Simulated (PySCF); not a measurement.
Cu2, SMILES [Cu][Cu], multiplicity 1. Atoms are numbered in the order given.

```xyz
2

Cu     0.0000     0.0000    -1.1457
Cu     0.0000     0.0000     1.1457
```
Charge 0, spin multiplicity 1.

Geometry: B3LYP-D3(BJ)/def2-TZVP. The spin state was assumed, not searched.

Calculation: PBE/def2-TZVPD (PySCF).

The molecule is in vacuum.

- total energy: -3280.56595 hartree
- point group: D∞h
- highest occupied level: -4.85 eV
- lowest empty level: -3.08 eV
- orbital gap: 1.77 eV
- dipole moment: 0.00 D
- quadrupole, principal values (traceless, Buckingham form, about the centre of nuclear charge): -3.61, -3.61, 7.22 D·Å
- mean static polarisability: 75.1 bohr³ (11.13 Å³)
- polarisability, principal values: 58.5, 58.5, 108.2 bohr³
